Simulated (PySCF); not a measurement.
Oxygen: a sound run and one with changed settings

Sound run: O⁺ [He] 2s2 2p3, O²⁺ [He] 2s2 2p2. Computed with PySCF 2.14 in aug-cc-pVDZ-DK, with the spin-free X2C one-electron Hamiltonian (Gaussian nucleus). The sound run starts from symmetry-adapted Hartree-Fock orbitals and uses a fine grid where one is needed.

Changed run: 26 angular points. This setting is unsound on purpose.

| species | method | sound run (hartree) | changed run (hartree) | converged |
| --- | --- | --- | --- | --- |
| O⁺ | UHF | -74.40588 | -74.40588 | yes |
| O⁺ | PBE0 | -74.54446 | -74.54446 | yes |
| O⁺ | r2SCAN | -74.58808 | -74.58808 | yes |
| O²⁺ | UHF | -73.13623 | -73.13623 | yes |
| O²⁺ | PBE0 | -73.24593 | -73.24564 | yes |
| O²⁺ | r2SCAN | -73.28344 | -73.28518 | yes |

Ionisation energy of O⁺:

```json
{"method": "UHF", "sound run (eV)": "34.549", "changed run (eV)": "34.549"}
{"method": "PBE0", "sound run (eV)": "35.335", "changed run (eV)": "35.343"}
{"method": "r2SCAN", "sound run (eV)": "35.501", "changed run (eV)": "35.454"}
```

A coarse angular grid integrates products of high-l functions wrongly, so density functionals can shift, and the SCF can exploit the error; Hartree-Fock and MP2 need no grid.

For comparison, NIST gives 35.121 eV between the lowest levels.
